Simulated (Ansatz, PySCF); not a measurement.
Process, species as SMILES: C=C[CH][SiH3] → C=C[CH-][SiH3] (an electron is taken up)
Structures are relaxed separately at B3LYP-D3(BJ)/def2-TZVP in Ansatz (an electronic-structure program), one conformer each, not searched for the lowest. Markedly spin-contaminated UHF reference, which strains HF, MP2 and, less, CCSD(T): C=C[CH][SiH3].

Property: adiabatic electron affinity (0 K, with B3LYP-D3(BJ) harmonic zero-point energies from PySCF), positive where the reaction releases energy, in eV. Correlated levels leave the core frozen unless marked. Open shells are spin-unrestricted. Spin-orbit coupling is left out. Non-relativistic. Anions need diffuse functions: aug- sets have them; def2-D sets add few. CBS(X,Y): correlation extrapolated as X^-3; Hartree-Fock from the larger set.

```json
[
 {"level": "r2SCANh/def2-TZVPD", "program": "Ansatz", "adiabatic electron affinity (eV)": "1.02"},
 {"level": "LC-wPBE/def2-TZVPD", "program": "Ansatz", "adiabatic electron affinity (eV)": "…"},
 {"level": "B2PLYP-D3(BJ)/def2-TZVPD", "program": "Ansatz + dftd3", "adiabatic electron affinity (eV)": "1.14"},
 {"level": "B2PLYP-D4/def2-TZVPD", "program": "Ansatz + dftd4", "adiabatic electron affinity (eV)": "1.17"},
 {"level": "CCSD(T)/CBS(aug-cc-pV(T+d)Z,aug-cc-pV(Q+d)Z)", "program": "Ansatz", "adiabatic electron affinity (eV)": "1.22"}
]
```

Task: Fill in the missing entries.

Result: 
- LC-wPBE/def2-TZVPD, adiabatic electron affinity (eV): 1.07
